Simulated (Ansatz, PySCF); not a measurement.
Process, species as SMILES: CC[O][GeH3] + 3 [H][H] (H2) -> 2 C (CH4) + [GeH4] (GeH4) + O (H2O)
Geometries: B3LYP-D3(BJ)/def2-TZVP minima from Ansatz (a quantum-chemistry and plane-wave program), one conformer each, not searched for the lowest.

Property: energy of full hydrogenation (enthalpy at 298 K, with B3LYP-D3(BJ) rigid-rotor harmonic-oscillator terms from PySCF), in kcal/mol. Cores are frozen in the correlated levels unless marked. No spin-orbit coupling. The frozen core is the preceding noble-gas configuration, with the filled d and f shells of earlier blocks. No relativistic terms. CBS(X,Y): correlation extrapolated as X^-3; Hartree-Fock from the larger set.

```
level                                program  energy of full hydrogenation (kcal/mol)
----------------------------  --------------  ---------------------------------------
PBE-D4/def2-TZVPD             Ansatz + dftd4                                    -32.1
B3LYP-D4/def2-TZVPD           Ansatz + dftd4                                    -32.4
PBE0/6-31G*                           Ansatz                                    -29.5
LC-wPBE/def2-TZVPD                    Ansatz                                    -36.5
B2PLYP-D3(BJ)/def2-TZVPD      Ansatz + dftd3                                    -30.9
CCSD(T)/cc-pVDZ                       Ansatz                                    -32.6
CCSD(T)/CBS(cc-pVTZ,cc-pVQZ)          Ansatz                                    -31.8
```
